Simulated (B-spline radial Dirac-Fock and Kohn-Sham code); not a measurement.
The computed values come from a radial B-spline solver: Dirac-Fock (average of configuration) total-energy differences with a finite nucleus, the Breit interaction including its frequency dependence, and self-energy and vacuum-polarisation corrections. K edges are those of the screened (neutral excited atom) model, which lie within a few eV to tens of eV of tabulated edges.

An X-ray tube with a lutetium target emits Kα1 at 54065.0 eV and Kβ1 at 61281.4 eV. K edges of lighter neighbours: Dy 53782.8 eV, Ho 55611.7 eV, Er 57477.6 eV, Tm 59381.7 eV, Yb 61323.6 eV.

**Question.** Which of these can serve as a Kβ filter, and which fluoresce under Kα1?

**Answer.** A Kβ filter needs its edge between the two lines: Ho, Er, Tm. Kα1 lies above the K edges of Dy, which therefore fluoresce.
